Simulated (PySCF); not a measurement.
Excited states between 380 and 750 nm. Vertical TDDFT excitations of isolated species (PySCF; the level stands beside each; core orbitals frozen in the response), one conformer each, no solvent.

1. `N#CC1=CN=NS1`
2. `Fc1nc(c(cp1)C)C=O`
3. `CCc1ccoc1[SiH3]`
4. `C#C[C@H](C)C(=O)C[SiH3]`
5. `N#C[SiH]1SCCS1`
6. `O=C/C=C\C(Cl)Cl`
7. `CC(=C=O)C(Cl)Cl`

Task: For which of them does the calculation put a singlet between 380 and 750 nm?

Result: 2.

1. (B3LYP/def2-SVPD on a GFN2-xTB geometry) 353 nm (f 0.001); 243 nm (f 0.104); 235 nm (f 0.027); 217 nm (f 0.002); 211 nm (f 0.004). No computed singlet lies in the visible range (380 to 750 nm); the lowest, at 353 nm, stands 0.25 eV above its violet end (3.26 eV); a Tamm–Dancoff triplet lies at 417 nm, without intensity as long as spin–orbit coupling is left out.
2. (B3LYP/def2-SVPD on a GFN2-xTB geometry) 410 nm (f 0.000); 335 nm (f 0.005); 307 nm (f 0.162); 260 nm (f 0.091); 259 nm (f 0.001). S1 lies in the visible range (380 to 750 nm), at 410 nm, dark in the vertical dipole picture (f under 0.0005); light of that wavelength is violet, and its complementary colour is yellow-green; a Tamm–Dancoff triplet lies at 478 nm, without intensity as long as spin–orbit coupling is left out.
3. (CAM-B3LYP/def2-SVPD on a GFN2-xTB geometry) 214 nm (f 0.261); 197 nm (f 0.011); 188 nm (f 0.001); 182 nm (f 0.015); 178 nm (f 0.006).
4. (CAM-B3LYP/def2-SVPD on a GFN2-xTB geometry) 279 nm (f 0.002); 190 nm (f 0.001); 185 nm (f 0.001); 183 nm (f 0.010); 176 nm (f 0.002).
5. (CAM-B3LYP/def2-SVPD on a GFN2-xTB geometry) 235 nm (f 0.001); 229 nm (f 0.003); 220 nm (f 0.022); 219 nm (f 0.004); 185 nm (f 0.009).
6. (CAM-B3LYP/def2-SVPD on a GFN2-xTB geometry) 354 nm (f 0.001); 225 nm (f 0.292); 214 nm (f 0.001); 210 nm (f 0.037); 194 nm (f 0.006). No computed singlet lies in the visible range (380 to 750 nm); the lowest, at 354 nm, stands 0.24 eV above its violet end (3.26 eV); a Tamm–Dancoff triplet lies at 411 nm, without intensity as long as spin–orbit coupling is left out.
7. (PBE0/def2-SVPD on a GFN2-xTB geometry) 353 nm (f 0.000); 214 nm (f 0.001); 205 nm (f 0.005); 204 nm (f 0.015); 199 nm (f 0.004). No computed singlet lies in the visible range (380 to 750 nm); the lowest, at 353 nm, stands 0.25 eV above its violet end (3.26 eV); a Tamm–Dancoff triplet lies at 398 nm, without intensity as long as spin–orbit coupling is left out.
